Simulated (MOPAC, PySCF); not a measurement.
C₃H₄S, SMILES `C(=C)C=S` (C–C–C–S torsion 180°), neutral singlet in the gas phase. 

Cartesian coordinates (Å):
SMILES: C(=C)C=S
```xyz
8

C     -1.2640    -0.0094    -0.0573
C      0.0053    -0.4080    -0.1995
C      1.1071     0.3050     0.4033
S      2.6739    -0.1081     0.2818
H     -2.0842    -0.5488    -0.5120
H     -1.5146     0.8723     0.5208
H      0.2532    -1.2900    -0.7789
H      0.8233     1.1869     0.9801
```
Charge 0, spin multiplicity 1.

All levels are single points at this geometry (B3LYP-D3(BJ)/def2-TZVP); Pople sets use spherical d functions. Orbital energies aren't observables, and empty levels follow the basis.

PBE-D3(BJ)/def2-TZVP in PySCF gives gap (eV) = 1.68.

Question: Estimate the gap (eV) from each of these levels: TPSSh-D3(BJ)/def2-TZVP in PySCF; B3LYP/6-31G* in PySCF; HF/3-21G in PySCF; AM1 in MOPAC; PM6 in MOPAC.

Answer: 
```json
[
 {"level": "TPSSh-D3(BJ)/def2-TZVP in PySCF", "gap (eV)": "2.70"},
 {"level": "B3LYP/6-31G* in PySCF", "gap (eV)": "3.42"},
 {"level": "HF/3-21G in PySCF", "gap (eV)": "10.24"},
 {"level": "AM1 in MOPAC", "gap (eV)": "7.23"},
 {"level": "PM6 in MOPAC", "gap (eV)": "7.39"}
]
```
